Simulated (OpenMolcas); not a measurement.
**OpenMolcas run: W4+**

W4+ among 5 point charges of -1.5 e arranged as a square pyramid (C4v), 1.87 Å from the ion, with the axial distance 2.132 Å.

Input:

```
&GATEWAY
Coord
1

W 0.0 0.0 0.0
Basis=ANO-RCC-VDZP
Group=NoSym
NoMove
AngMom=0.0 0.0 0.0
AMFI
XField
5 Angstrom 0
1.870000 0.000000 0.000000 -1.500000
0.000000 1.870000 0.000000 -1.500000
-1.870000 0.000000 0.000000 -1.500000
0.000000 -1.870000 0.000000 -1.500000
0.000000 0.000000 2.131800 -1.500000
&SEWARD
&RASSCF
FileOrb=start.orb
Symmetry=1
Spin=3
nActEl=2 0 0
Inactive=34
Ras2=5
CIRoot=10 10 1
SDav=10
CIMx=300
Iter=120 100
PrWF=0.3
OrbListing=Nothing
MaxOrb=0
>>> COPY $Project.JobIph JOB001
&RASSCF
FileOrb=start.orb
Symmetry=1
Spin=1
nActEl=2 0 0
Inactive=34
Ras2=5
CIRoot=15 15 1
SDav=15
CIMx=300
Iter=120 100
PrWF=0.3
OrbListing=Nothing
MaxOrb=0
>>> COPY $Project.JobIph JOB002
&RASSI
NrOfJobIphs=2 10 15
1 2 3 4 5 6 7 8 9 10
1 2 3 4 5 6 7 8 9 10 11 12 13 14 15
IphNames
JOB001
JOB002
EJob
SpinOrbit
DIPRint=1.0
SOCoupling=1000.0
Subsets=2
Property=9
'ANGMOM' 1 'ANGMOM' 2 'ANGMOM' 3 'MLTPL  1' 1 'MLTPL  1' 2 'MLTPL  1' 3
'AMFI' 1 'AMFI' 2 'AMFI' 3
SOProperty=3
'ANGMOM' 1 'ANGMOM' 2 'ANGMOM' 3
```

A driver script runs the steps one by one and writes start.orb anew before each from the orbitals found so far.

Output, cut to the results:

```
--- SEWARD ---
Basis set label: W.ANO-RCC...7S6P4D2F1G.

      Electronic valence basis set:
      ------------------
      Associated Effective Charge  74.000000 au
      Associated Actual Charge     74.000000 au
      Nuclear Model: Point charge

      Shell  nPrim  nBasis  Cartesian Spherical Contaminant
         s      24       7        X
         p      21       6        X
         d      15       4                 X
         f      11       2                 X
         g       4       1                 X
                  Relativistic Douglas-Kroll-Hess integrals:
                    - DKH order of Hamiltonian: 2
                    - DKH order of Properties : 0
                  Atomic mean-field integrals
--- RASSCF ---
Wave function specifications:
      -----------------------------

      Number of closed shell electrons          68
      Number of electrons in active shells       2
      Max number of holes in RAS1 space          0
      Max nr of electrons in RAS3 space          0
      Number of inactive orbitals               34
      Number of active orbitals                  5
      Number of secondary orbitals              29
      Spin quantum number                      1.0
      State symmetry                             1
Orbital specifications:
      -----------------------

      Symmetry species                           1
                                                 a
      Frozen orbitals                            0
      Inactive orbitals                         34
      Active orbitals                            5
      RAS1 orbitals                              0
      RAS2 orbitals                              5
      RAS3 orbitals                              0
      Secondary orbitals                        29
      Deleted orbitals                           0
      Number of basis functions                 68
      Number of CSFs                            10
      Number of root(s) required                10
      Iter CI   SX   CI       RASSCF       Energy    max ROT     max BLB   max BLB  Level Ln srch  Step   QN
          iter iter root      energy       change     param      element    value   shift minimum  type update
 Nr of preliminary CI iterations:   1
      Total energies have been shifted. Add               -16000.00 au
        1   1    8    0  -132.44134712    0.00E+00   2.14E-01*  32  45 1 -2.38E-01*  0.37   0.00    SX    NO
        2   1    8    0  -132.58557885   -1.44E-01* -1.01E-01*  25  54 1 -1.70E-01*  0.41   0.00    SX    NO
        3   1    8    0  -132.60376158   -1.82E-02*  5.27E-02   27  56 1  1.13E-01*  0.38   0.00    SX    NO
        4   1    8    0  -132.60944603   -5.68E-03* -3.92E-02   25  54 1 -8.38E-02*  0.40   0.00    SX    NO
        5   1    8    0  -132.61191257   -2.47E-03* -1.14E-02   27  56 1  6.33E-02*  0.39   0.61    QN   YES
        6   1    7    0  -132.61417812   -2.27E-03*  1.79E-02   27  56 1  5.56E-03*  0.39   1.14    QN   YES
        7   1    6    0  -132.61437026   -1.92E-04*  1.44E-02   37  40 1 -1.90E-03*  0.39   1.83    LS   YES
        8   1    6    0  -132.61442025   -5.00E-05*  6.52E-03   29  58 1 -6.17E-03*  0.39   1.04    QN   YES
        9   1    6    0  -132.61445041   -3.02E-05* -1.98E-03   29  58 1 -1.59E-03*  0.39   1.32    QN   YES
       10   1    5    0  -132.61445251   -2.09E-06*  4.84E-05   27  64 1 -2.30E-04*  0.39   0.98    QN   YES
       11   1    5    0  -132.61445253   -2.27E-08*  2.37E-05   27  64 1  7.38E-05   0.39   0.84    QN   YES
       12   1    4    0  -132.61445253   -2.55E-09   9.32E-06   27  64 1  5.69E-06   0.39   1.16    QN   YES
      Convergence after 12 iterations
       13   1    4    0  -132.61445253   -1.13E-10   9.32E-06   34  37 1 -9.91E-07   0.39   1.16    QN   YES
      Natural orbitals and occupation numbers for root  1
      sym 1:  -0.000000   0.016027   0.983973   0.983973   0.016027
      Natural orbitals and occupation numbers for root  2
      sym 1:   0.016027   0.983973   0.983973   0.016027  -0.000000
      Natural orbitals and occupation numbers for root  3
      sym 1:   0.010846   0.989154  -0.000000   0.989154   0.010846
::    RASSCF root number  1 Total energy: -16132.68717744
::    RASSCF root number  2 Total energy: -16132.68717744
::    RASSCF root number  3 Total energy: -16132.67853282
::    RASSCF root number  4 Total energy: -16132.66001068
::    RASSCF root number  5 Total energy: -16132.62730768
::    RASSCF root number  6 Total energy: -16132.62730768
...
--- RASSI ---
SPIN-FREE ENERGIES:
  (Shifted by EMIN (a.u.) =     -16132.6871774431)

 SF State       Relative EMIN(au)   Rel lowest level(eV)    D:o, cm**(-1)      L_eff

     1             0.0000000000        0.0000000000              0.0000         2.3
     2             0.0000000000        0.0000000000              0.0000         2.3
     3             0.0086446197        0.2352320868           1897.2747         2.6
     4             0.0271667621        0.7392452564           5962.4151         2.8
    11             0.0399649399        1.0875014153           8771.2904         1.9
    12             0.0455357641        1.2390912652           9993.9450         3.4
    13             0.0481562014        1.3103969971          10569.0646         3.4
    14             0.0481562014        1.3103969971          10569.0646         3.4
    15             0.0537756455        1.4633098615          11802.3900         2.7
     5             0.0598697652        1.6291393066          13139.8947         2.5
     6             0.0598697652        1.6291393066          13139.8947         2.5
    16             0.0775162716        2.1093252064          17012.8551         3.8
     7             0.0940949221        2.5604532698          20651.4483         2.8
    17             0.0987265916        2.6864874162          21667.9823         2.1
    18             0.1054053946        2.8682269055          23133.8101         2.9
    19             0.1054053981        2.8682269997          23133.8109         2.9
    20             0.1329125114        3.6167336839          29170.9244         3.2
     9             0.1329159139        3.6168262707          29171.6712         2.3
     8             0.1329159139        3.6168262707          29171.6712         2.3
    21             0.1799539411        4.8967961975          39495.3249         3.4
    22             0.1799539420        4.8967962214          39495.3251         3.4
...
```

Spin-orbit levels above the lowest:

| E (cm-1) | Degeneracy | 2S+1 | g |
| --- | --- | --- | --- |
| 0.0 | 1 | 3 |  |
| 2484 | 2 | 3 | 0.00 0.00 2.21 |
| 3776 | 1 | 3 (90 %) |  |
| 4171 | 1 | 3 |  |
| 5255 | 1 | 3 (79 %) |  |
| 8480 | 2 | 3 | 0.00 0.00 3.00 |
| 9039 | 1 | 3 (86 %) |  |
| 10391 | 2 | 3 (88 %) | 0.00 0.00 1.23 |
| 10534 | 1 | 3 (69 %) |  |
| 11938 | 1 | 3 |  |
| 15498 | 1 | 3 (73 %) |  |
| 16891 | 1 | 1 (80 %) |  |
| 17407 | 2 | 1 (67 %) | 0.00 0.00 0.65 |
| 19239 | 2 | 3 (86 %) | 0.00 0.00 2.43 |
| 19929 | 1 | 1 (60 %) |  |
| 20254 | 1 | 3 (89 %) |  |
| 20656 | 1 | 3 (53 %) |  |
| 20876 | 1 | 3 |  |
| 21649 | 1 | 1 (83 %) |  |
| 26266 | 2 | 3 (77 %) | 0.00 0.00 3.64 |

Spin-orbit coupling mixes the spin-free states strongly: the lowest level takes only 68 % from its leading state, an unlabelled state of the same spin as most of the rest. An orbital doublet at a regular site is open to a Jahn-Teller distortion, which this geometry leaves out. Without dynamic correlation the repulsion within the d shell is too large (B by tens of per cent), so at a given field states of lower spin stand too high. Point charges carry no covalency, so the field is a model and not that of real ligands. An unlabelled pair can be two single states that coincide in this model. No measured value stands beside these numbers.

With an even number of electrons the g values are those of a degenerate or nearly degenerate non-Kramers pair.
